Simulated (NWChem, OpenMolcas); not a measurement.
**How basis sets differ on CH6GeSi (SMILES [CH2]1[SiH2][GeH2]1)**

The species is CH6GeSi (9 atoms), meant as a singlet with charge 0. SMILES: `[CH2]1[SiH2][GeH2]1`. The coordinates come from a PBE0-D4/def2-TZVP relaxation.

Each level gives the dipole moment (D). The values are calculated.

```csv
level,kind,program,value (D),CPU time
HF/ANO-R0 (sfX2C),Hartree–Fock,OpenMolcas,1.00,2.9 s
HF/ANO-RCC-MB (DKH2),Hartree–Fock,OpenMolcas,0.25,8.4 s
HF/STO-3G,Hartree–Fock,NWChem,0.91,3.9 s
HF/3-21G,Hartree–Fock,NWChem,0.07,4.7 s
"HF/6-31G* (RICD fitting, Cartesian functions)",Hartree–Fock,OpenMolcas,0.30,5.9 s
HF/cc-pVDZ,Hartree–Fock,OpenMolcas,0.28,16 s
```

All-electron rows without a relativistic Hamiltonian named are non-relativistic. The values span 0.07 to 1.00 D. Magnitudes only. Sets without polarisation functions give poor dipoles. Times are those of the runs behind each value, whatever else they computed, on shared processors of several kinds: orders of magnitude only.
